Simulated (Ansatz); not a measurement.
Cost and result up the ladder for the cluster Ge₄Te₃ (7 atoms). The state is a singlet with charge 0. Geometry: PBE0-D4/def2-SVP.

```xyz
7

Ge   -0.4659   -1.9762    0.5327
Ge    0.9314   -0.5694    2.4442
Ge   -0.7379    1.1882   -1.0020
Ge    2.2286   -1.3936    0.5118
Te    0.8810   -0.7699   -1.6532
Te   -1.6038    2.9437   -2.3336
Te   -1.2334    0.5773    1.5001
```

Ansatz on 4 threads of Intel Xeon on a shared host. Times are rough, and most runs start from the orbitals of an earlier one. PBE0-D4/def2-TZVP serves as the yardstick here, not as an exact answer. Differences are given only for rows in sets of like size (and for xTB, whose basis is part of the method), since another set adds its own error. Binding counts from free atoms at the same level (Ge triplet, Te triplet; other spins of the atoms weren't run), without zero-point energy or a counterpoise term.

In the def2 sets Te takes a core potential; there is no spin–orbit coupling. Correlated methods freeze 48 core orbitals; core or outer-core shells of Ge, Te are correlated, in sets that lack core-valence functions. The rows differ in basis, and correlated rows in double-zeta sets carry the largest basis error. Another isomer (singlet) lies 0.61 eV lower at PBE0-D4/def2-TZVP; other spin states weren't run for this one.

Correlated methods converge slowly with the basis, most of all in double-zeta sets.

```
                         level  functions  wall time
           revPBE-D4/def2-TZVP        342       15 s
PBE-D4/def2-TZVP (with forces)        342       21 s
                  MP2/def2-SVP        206       22 s
           r2SCAN-D4/def2-TZVP        342       34 s
             PBE0-D4/def2-TZVP        342       53 s
```

(1) Estimate what each level gives for the binding energy per atom (eV).

Answers

(1) 
```json
{"level": "revPBE-D4/def2-TZVP", "binding energy per atom (eV)": "2.78", "difference from PBE0-D4/def2-TZVP (eV)": "0.03"}
{"level": "PBE-D4/def2-TZVP (with forces)", "binding energy per atom (eV)": "2.93", "difference from PBE0-D4/def2-TZVP (eV)": "0.17"}
{"level": "MP2/def2-SVP", "binding energy per atom (eV)": "2.46", "difference from PBE0-D4/def2-TZVP (eV)": "–"}
{"level": "r2SCAN-D4/def2-TZVP", "binding energy per atom (eV)": "2.76", "difference from PBE0-D4/def2-TZVP (eV)": "0.01"}
{"level": "PBE0-D4/def2-TZVP", "binding energy per atom (eV)": "2.76", "difference from PBE0-D4/def2-TZVP (eV)": "0.00"}
```
